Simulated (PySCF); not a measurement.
**Te⁺: ionisation energy**

Te⁺ [Kr] 4d10 5s2 5p3 (4S) → Te²⁺ [Kr] 4d10 5s2 5p2 (3P), as a difference of total energies. All numbers are calculated (PySCF 2.14, scalar relativity by spin-free X2C-1e, in ANO-RCC-VTZP (7s6p4d2f1g, 68 functions)). Correlated levels: valence: [Kr] 4d10 frozen; valence and next inner shell: [Ar] 3d10 frozen. The calculations carry no spin-orbit coupling.

Question: Order these methods by the ionisation energy they give, lowest first.
A. r2SCAN
B. MP2 (valence)
C. PBE0
D. PBE

Answer: D (18.817 eV), B (18.861 eV), C (18.930 eV), A (19.070 eV).

A first-order spin-orbit estimate (lowest level to lowest level, LS coupling) adds -0.613 eV.

Errors of the correlated levels include the incompleteness of this basis and the frozen core.

For comparison: 18.6 ± 0.4 eV (measured; NIST Atomic Spectra Database, ionization energies).
